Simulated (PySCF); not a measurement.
**Two-component Hartree-Fock for Nd⁺ (neodymium, charge +1)**

Start: [Xe] 4f4 6s1; 4f5/2 filled at m_j = -1/2, +1/2, +3/2, +5/2; 6s1/2 filled at m_j = -1/2. Calculated with PySCF 2.14 in x2c-SVPall-2c: generalised Hartree-Fock with the X2C-1e Hamiltonian and a Gaussian nucleus; one run each with spin-orbit coupling (SO) switched off, then screened by Boettger's factors.

| spinor shell | electrons | ε, spin-free (eV) | ε, screened SO (eV) | weight of nominal j (screened SO) | rms radius, screened SO (bohr) |
| --- | --- | --- | --- | --- | --- |
| 1s1/2 | 2 | -43785.9 | -43779.2 | 1.000 | 0.0270 |
| 2s1/2 | 2 | -7199.3 | -7197.3 | 1.000 | 0.109 |
| 2p1/2 | 2 | -6430.2 | -6795.0 | 1.000 | 0.0938 |
| 2p3/2 | 4 | -6430.2 | -6270.7 | 1.000 | 0.0998 |
| 3s1/2 | 2 | -1613.0 | -1612.3 | 1.000 | 0.283 |
| 3p1/2 | 2 | -1365.0 | -1439.7 | 1.000 | 0.275 |
| 3p3/2 | 4 | -1365.0 | -1331.9 | 1.000 | 0.288 |
| 3d3/2 | 4 | -1020.5 | -1034.4 | 0.997 | 0.260 |
| 3d5/2 | 6 | -1020.5 | -1010.6 | 0.998 | 0.263 |
| 4s1/2 | 2 | -345.41 | -345.17 | 1.000 | 0.645 |
| 4p1/2 | 2 | -261.47 | -278.89 | 0.982 | 0.668 |
| 4p3/2 | 4 | -261.47 | -253.56 | 0.991 | 0.695 |
| 4d3/2 | 4 | -138.98 | -145.26 | 0.773 | 0.762 |
| 4d5/2 | 6 | -138.98 | -134.57 | 0.848 | 0.767 |
| 5s1/2 | 2 | -55.927 | -55.883 | 1.000 | 1.58 |
| 5p1/2 | 2 | -33.214 | -36.058 | 0.918 | 1.80 |
| 5p3/2 | 4 | -33.214 | -31.921 | 0.959 | 1.90 |
| 4f5/2 | 4 | -17.400 | -17.403 | 0.700 | 1.15 |
| 6s1/2 | 1 | -10.039 | -10.040 | 1.000 | 4.49 |

```json
{"quantity": "E (hartree)", "spin-free": "-9617.00004", "screened SO": "-9621.79150"}
{"quantity": "M_J", "spin-free": "7/2", "screened SO": "7/2"}
{"quantity": "⟨J²⟩", "spin-free": "20.757", "screened SO": "20.186"}
{"quantity": "⟨L²⟩", "spin-free": "42.006", "screened SO": "41.891"}
{"quantity": "⟨S²⟩", "spin-free": "8.752", "screened SO": "8.730"}
```

The determinant has a definite M_J but mixes levels of different J.

Each row is a mean over spinors that exchange with the open shell spreads, by up to 10.017 eV (4d3/2).

Rows whose weight is well below 1 are mixtures of j = l ± 1/2: exchange outweighs spin-orbit coupling there, and the label is only the starting occupation.

Breit and QED terms are absent; they matter most for the inner s and p1/2 levels.

Densities and radii are taken from the X2C orbitals without a picture-change correction, which distorts them close to the nucleus.

Without spin-orbit coupling the j labels of p, d and f shells carry no meaning; the spin-free column gives the mean over the occupied spinors of each nl shell, and its ⟨J²⟩ belongs to a mixture of degenerate components.
